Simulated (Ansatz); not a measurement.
```yaml
crystal:
  periodic: [true, true, true]
  atoms:
    - {symbol: C, position_ang: [-0.934397, 1.089757, -0.928583]}
    - {symbol: In, position_ang: [0.695574, -0.214400, -0.400640]}
    - {symbol: P, position_ang: [0.363326, -1.932828, 1.384762]}
    - {symbol: H, position_ang: [-1.042910, 1.144030, -2.013048]}
    - {symbol: H, position_ang: [-1.871042, 0.749957, -0.487205]}
    - {symbol: H, position_ang: [-0.720747, 2.096571, -0.561684]}
    - {symbol: H, position_ang: [2.213668, -0.187989, -1.230490]}
    - {symbol: H, position_ang: [1.628400, -1.700057, 1.987397]}
    - {symbol: H, position_ang: [-0.331870, -1.045041, 2.249492]}
basis:
  gaussian: {orbitals: def2-mTZVPP, final_grid: {core_spheres: 20, valence_spheres: 16, degree: 47}}
hamiltonian: {xc: {name: B2GP-PLYP}}
scf: {lower_state_search: off}
```

```sh
$ ansatz run in.yaml --threads 2 --pin off --events-out ev --progress --plain --max-ram 4352MiB
```

Output, abridged:

```
Error: YAML parse error: error: line 2 column 3: crystal: missing field `lattice` (a structure is typed as `lattice` and `atoms`, a molecule's as `atoms` in Å alone, or read from a run's directory, `checkpoint`)
 --> <input>:2:3
1 | crystal:
2 |   periodic: [true, true, true]
3 |   atoms:
4 |     - {symbol: C, position_ang: [-0.934397, 1.089757, -0.928583]}
```

(1) What is wrong with this run?

Results:

(1) The molecule is marked periodic without a cell. The input was rejected before any iteration.
